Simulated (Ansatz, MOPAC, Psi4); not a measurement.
Species: 2-methyl-1-silylprop-2-en-1-one, C4H8OSi, charge 0, multiplicity 1. SMILES: C=C(C)C(=O)[SiH3]
Geometry: optimised at B3LYP-D3(BJ)/def2-TZVP (Ansatz, a quantum-chemistry and plane-wave program).

Quantity: enthalpy of formation at 298 K, in kcal/mol. Conventions: six Cartesian d functions in 6-31G* and its kin unless marked 5d; no spin-orbit coupling; no dispersion term unless named; non-relativistic; 6-311+G** with 5d, 6d on Na to Ar in Ansatz; UHF or UKS for open shells. Ab initio and DFT rows: single points at B3LYP-D3(BJ) geometries (Ansatz), with unscaled harmonic terms from B3LYP/6-31G* (Ansatz) at its own minima, enthalpies of formation by atomisation with measured atoms. Semi-empirical rows: MOPAC heats of formation at their own minima for 298 K. The Hartree-Fock reference of C=C(C)C(=O)[SiH3] is unstable towards a lower, spin-broken solution.

```tsv
level	program	enthalpy of formation at 298 K (kcal/mol)
PM3	MOPAC	-20.5
PM6	MOPAC	-17.6
HF/STO-3G	Ansatz	148.3
HF/6-311+G**	Ansatz	355.8
PBE/STO-3G	Ansatz	-302.3
PBE/6-31G*	Ansatz	-35.0
B3LYP/6-31G	Ansatz	55.5
B3LYP/6-31G*	Ansatz	3.8
wB97X-D/6-31G*	Psi4	-5.9
wB97X-V/def2-TZVPD	Ansatz	-9.3
```

No value to compare with is used here. The 9 habitual levels span -302.3 (PBE/STO-3G) to 355.8 kcal/mol (HF/6-311+G**); wB97X-V/def2-TZVPD gives -9.3.

The levels are drawn from those run, B3LYP/6-31G* more often than the rest, none by its result; left out are runs that failed, that the program found above a lower state of the same kind, or whose <S^2> lies over 0.5 above the pure value.
